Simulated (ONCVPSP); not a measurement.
**An all-electron radial function and its pseudo partner (calcium (Ca))**

Columns: radius, all-electron u(r) and pseudo u(r) of the 3p shell (level -28.36 eV) of calcium in the configuration [Ne] 3s2 3p6 4s1.75 4p0.25; PBE, scalar-relativistic, ONCV scheme, ONCVPSP 4.0.1.

| r (bohr) | all-electron | pseudo |
| --- | --- | --- |
| 0.108 | -0.3454 | 0.0267 |
| 0.215 | -0.4696 | 0.1024 |
| 0.322 | -0.2818 | 0.2177 |
| 0.430 | 0.0314 | 0.3599 |
| 0.538 | 0.3423 | 0.5116 |
| 0.645 | 0.5936 | 0.6549 |
| 0.752 | 0.7743 | 0.7773 |
| 0.860 | 0.8877 | 0.8699 |
| 0.968 | 0.9425 | 0.9263 |
| 1.075 | 0.9521 | 0.9462 |
| 1.182 | 0.9297 | 0.9340 |
| 1.290 | 0.8853 | 0.8956 |
| 1.398 | 0.8273 | 0.8389 |
| 1.505 | 0.7628 | 0.7723 |
| 1.612 | 0.6955 | 0.7018 |
| 1.720 | 0.6281 | 0.6313 |
| 1.828 | 0.5632 | 0.5644 |
| 1.935 | 0.5027 | 0.5029 |
| 2.042 | 0.4466 | 0.4466 |
| 2.150 | 0.3947 | 0.3947 |
| 2.258 | 0.3478 | 0.3477 |
| 2.365 | 0.3059 | 0.3059 |
| 2.472 | 0.2685 | 0.2684 |
| 2.580 | 0.2349 | 0.2349 |
| 2.688 | 0.2052 | 0.2052 |
| 2.795 | 0.1793 | 0.1793 |

Question: How many radial nodes do the two functions have?

Answer: The all-electron 3p function has n − l − 1 = 1; the pseudo-wave has 0, since the states of the same l below it are removed with the core.

Question: At about which radius was the pseudo-wave matched?

Answer: 2.15 bohr. The columns agree to 0.0005 from 1.94 bohr on; several derivatives are matched, so the curves merge somewhat inside the radius.

Question: Is the pseudo-wave norm-conserving?

Answer: Yes: the ONCV scheme keeps the norm inside the radius equal to the all-electron one, which fixes the energy derivative of the logarithmic derivative at the level.
